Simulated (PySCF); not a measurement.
## Computed properties of Si(H)2(F)(vinyl) (C2H5FSi), SMILES C=C[SiH2]F

Si(H)2(F)(vinyl) (C2H5FSi), SMILES C=C[SiH2]F. Geometry: B3LYP-D3(BJ)/def2-SVP. The values are those of a single conformer. All values are computed for the isolated molecule unless a solvent is named; none is compared with measurement here.

**Structure.** The optimised structure has Cs symmetry. All 21 harmonic modes at B3LYP-D3(BJ)/def2-SVP (PySCF) are real, so it is a minimum. With heavy atoms numbered as in [SiH2:1]([F:2])[CH:3]=[CH2:4], the shortest bond between them is C3–C4 at 1.340 Å and the longest Si1–C3 at 1.860 Å.

**Vibrations.** The strongest infrared lines (harmonic, unscaled, degenerate partners summed) lie at 930 cm⁻¹ (252 km/mol, H 67 %, Si 22 %, F 8 %), 2234 cm⁻¹ (155 km/mol, H 96 %), 973 cm⁻¹ (125 km/mol, H 94 %). The softest mode is at 118 cm⁻¹ and the zero-point energy is 39.1 kcal/mol.

**Electronic structure.** CAM-B3LYP/def2-TZVP (PySCF) places the frontier levels at -9.48 and 0.48 eV, a gap of 9.96 eV, and gives a dipole moment of 1.69 D and a mean polarisability of 48.5 bohr³.

**Excitations.** TDDFT-ωB97X/def2-SVPD (PySCF) has S1 at 6.94 eV (179 nm, f = 0.002, dark); the most intense of the 10 singlets computed lies at 7.30 eV (f = 0.46). T1 (TDA) is at 4.29 eV. No vertical singlet excitation falls in the visible range (under 3.1 eV).

**NMR.** GIAO shifts at PBE0/pcSseg-1 (PySCF) (non-relativistic, atoms alike by connectivity averaged): ¹³C from 140.5 to 149.8 ppm against TMS; ¹H from 5.6 to 6.9 ppm against TMS; ²⁹Si at -5.0 ppm against TMS; ¹⁹F at -240.8 ppm against CFCl3.
